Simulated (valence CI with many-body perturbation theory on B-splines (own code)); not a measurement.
**Ru XXI: key properties**

Level of theory: valence CI with perturbative core correlation (CI+MBPT): six valence electrons over a frozen Dirac-Fock core [Ar], radial functions for each j: 7 s, 7 p, 8 d, 6 f, 4 g, 1 h, with the one-electron correlation potential Σ1, the two-electron term Σ2, the three-electron term Σ3, Breit, model QED; selected CI, second order for the rest, scaled by the run's own slope (own B-spline code, finite nucleus).

No measured levels were compared; by estimate terms of the open shell hold to 2 to 4 % of their energy, and close levels can change places. Core correlation moves these levels by up to 10000 cm⁻¹, and in measured spectra 5 to 20 % of such shifts remained as error; rates that hang on mixing are uncertain with them. Among the levels kept, up to 880 cm⁻¹ of a level comes from second order outside the variational space, and about a tenth of that is noise between levels of different J, which matters for small intervals. Only levels of the ground parity were solved; by the run's estimate the other parity begins above the list, which can be wrong where configurations are misplaced.

Names give the largest LS component (configuration and term), which can be under half, so a name can repeat, a term be missing and a line seem to break the LS rules; names also repeat where a configuration has a term twice.

Rates and lifetimes use the calculated energies. Strong lines usually hold to 10 to 20 %, long lifetimes can be off by a factor of two.

Q: What is the ground level?

A: 3d⁶ ⁵D_4, composition 88 % 3d⁶ ⁵D + 11 % 3d⁶ ³F, g = 1.464.

Q: How well does LS coupling describe the low levels?

A: Among the lowest 20 levels the leading LS term, summed over configurations, holds 69 % on average. For single configurations the figures are 69 % in LS and 66 % in jj coupling. Terms mix most in the J = 4 level at 68758 cm⁻¹, where the leading one holds 26 %.

Q: Name the longest-lived excited levels whose lifetime is computed, and their main decay.

A: 3d⁶ ³H_6 at 80384 cm⁻¹ lives 6800 s, mostly by E2 to 3d⁶ ⁵D_4; 3d⁶ ⁵D_2 at 22763 cm⁻¹ lives 15.4 s, mostly by M1 to 3d⁶ ⁵D_3; 3d⁶ ⁵D_0 at 35196 cm⁻¹ lives 1.01 s, mostly by M1 to 3d⁶ ⁵D_1.

Q: What is the ionisation energy?

A: 905.2 eV; NIST lists 905 ± 4 eV (theoretical).

Q: How is the term ⁵D of the ground level split?

A: J = 4 at 0, J = 3 at 21665, J = 2 at 22763, J = 1 at 33274, J = 0 at 35196 cm⁻¹.
